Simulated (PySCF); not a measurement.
**Removing an electron from Sb2H4**

Sb2H4.
Cartesian coordinates in Å at the PBE0-D3(BJ)/def2-SVP level; atoms count from 1:
```
atom  x, y, z in Å
Sb1    0.3560   -0.7675    1.1414
Sb2   -0.3463    0.7717   -1.1412
H3     1.8633   -1.1747    0.4207
H4    -0.3667   -2.1622    0.4429
H5     0.3561    2.1730   -0.4352
H6    -1.8624    1.1596   -0.4286
```

Level: B3LYP/def2-SVPD (PySCF). Frontier orbitals with their largest atomic shares (Löwdin; up to four atoms above 4 %):

| orbital | ε (eV) | main atoms |
| --- | --- | --- |
| HOMO−3 | -9.00 | Sb2 23 %, Sb1 23 %, H5 14 %, H3 13 % |
| HOMO−2 | -8.23 | Sb1 38 %, Sb2 38 %, H4 6 %, H6 6 % |
| HOMO−1 | -8.04 | Sb2 33 %, Sb1 33 %, H3 9 %, H6 9 % |
| HOMO | -6.50 | ? |
| LUMO | -1.47 | Sb1 44 %, Sb2 44 % |
| LUMO+1 | -0.54 | Sb2 35 %, Sb1 35 %, H6 9 %, H3 8 % |
| LUMO+2 | -0.52 | Sb1 38 %, Sb2 38 %, H4 7 %, H5 7 % |

What vertical ionisation energy does ΔSCF give, and how far is −ε(HOMO) from it?

ΔSCF: 8.59 eV (829 kJ/mol; threshold wavelength 144 nm); ⟨S²⟩ of the doublet left behind is 0.758, against 0.75 for a pure doublet. −ε(HOMO) is 6.50 eV, 2.09 eV below it. In exact Kohn–Sham theory the two would be equal; B3LYP (global hybrid, 20 % exact exchange) falls short of its own ΔSCF value by 24 %. Holes in the HOMO−1 and HOMO−2 were tried too where these lie within 1.2 eV of the HOMO; the lowest converged state counts.

On which atoms does the HOMO lie?

Sb2 (antimony bonded to Sb and 2 H) 43 %, Sb1 (antimony bonded to Sb and 2 H) 43 %. The HOMO−1 lies 1.54 eV lower.

And the vertical electron affinity, the fundamental gap, Mulliken's electronegativity and the hardness (with the factor ½)?

EA = -0.22 eV by ΔSCF (−ε(LUMO) = 1.47 eV); a negative value means that the added electron isn't bound at this geometry and level, and the number then depends on the basis. IE − EA = 8.81 eV against an orbital gap of 5.03 eV; (IE + EA)/2 = 4.18 eV; (IE − EA)/2 = 4.41 eV. Parr's electrophilicity index (IE + EA)²/[8(IE − EA)] is 0.99 eV.

Shift the occupied levels rigidly so that −ε(HOMO) equals the ΔSCF value. What binding energies result?

The shift is +2.09 eV: HOMO 8.59, HOMO−1 10.13, HOMO−2 10.32, HOMO−3 11.09 eV. A rigid shift is only a rough guide to the deeper ionisations.

What total energies stand behind the ΔSCF value?

E(N) = -483.05526 Eh and E(N − 1) = -482.73961 Eh at the same geometry, 0.31565 Eh apart. With one more electron, E(N + 1) = -483.04724 Eh.

What kinetic energy would electrons from this vertical process carry with 118.2 nm light (10.49 eV)?

10.49 − 8.59 = 1.90 eV.

The lowest singlet excitation (vertical TDDFT, same level) lies at 4.80 eV. How far is it below IE − EA?

IE − EA = 8.81 eV, so by 4.01 eV.

Isolated species at its PBE0-D3(BJ)/def2-SVP geometry (one conformer only). Atoms past krypton carry effective core potentials; spin–orbit coupling is left out.

The run behind these numbers computed excited states and ΔSCF ions as well. The run took 15 s of wall time on an x86-64 server with one thread, no GPU (shared host).
